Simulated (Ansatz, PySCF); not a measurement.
Reaction (SMILES): COC [methoxymethane] + 2 [H][H] (H2) → 2 C (CH4) + O (H2O)
Each molecule is optimised on its own at B3LYP-D3(BJ)/def2-TZVP (Ansatz, a first-principles code).
Geometry of the first species:
```
O
C 1 1.4094
H 2 1.0890 1 107.47
H 2 1.0983 3 109.03 1 -120.94
H 2 1.0983 3 109.03 4 -118.12
C 1 1.4094 2 112.50 3 -180.00
H 6 1.0890 1 107.47 2 180.00
H 6 1.0983 7 109.03 1 120.94
H 6 1.0983 7 109.03 8 118.12
```

Wanted: energy of full hydrogenation (enthalpy at 298 K, with B3LYP-D3(BJ) rigid-rotor harmonic-oscillator terms from PySCF), in kcal/mol. Correlated levels leave the core frozen unless marked. Spin-orbit coupling is left out. No relativistic terms. CBS(X,Y): correlation extrapolated as X^-3; Hartree-Fock from the larger set. [CCSD(T)-MP2]/basis is that difference in the basis named.

From measured enthalpies of formation at 298 K: -49.4 kcal/mol (COC -44.0, ATcT 1.112; [H][H] (H2) 0.0, ATcT 1.112; C (CH4) -17.8, ATcT 1.112; O (H2O) -57.8, ATcT 1.112). It holds spin-orbit effects, which the calculations lack, and core correlation, which the frozen-core levels lack.

```
level                                                                 program  energy of full hydrogenation (kcal/mol)  error against measurement
-------------------------------------------------------------  --------------  ---------------------------------------  -------------------------
HF/STO-3G                                                              Ansatz                                    -25.8                       23.6
r2SCAN-D4/def2-TZVPD                                           Ansatz + dftd4                                    -46.8                        2.6
MN15/def2-TZVPD                                                         PySCF                                    -43.6                        5.8
MP2/6-31G                                                              Ansatz                                    -46.6                        2.8
CCSD(T)/6-31G*                                                         Ansatz                                    -35.7                       13.7
CCSD(T)/cc-pwCVTZ                                                      Ansatz                                    -47.9                        1.5
RI-MP2/CBS(aug-cc-pVTZ,aug-cc-pVQZ)+[CCSD(T)-MP2]/aug-cc-pVTZ          Ansatz                                    -49.3                        0.1
```

Nearest to the measured value here: RI-MP2/CBS(aug-cc-pVTZ,aug-cc-pVQZ)+[CCSD(T)-MP2]/aug-cc-pVTZ; farthest: HF/STO-3G.
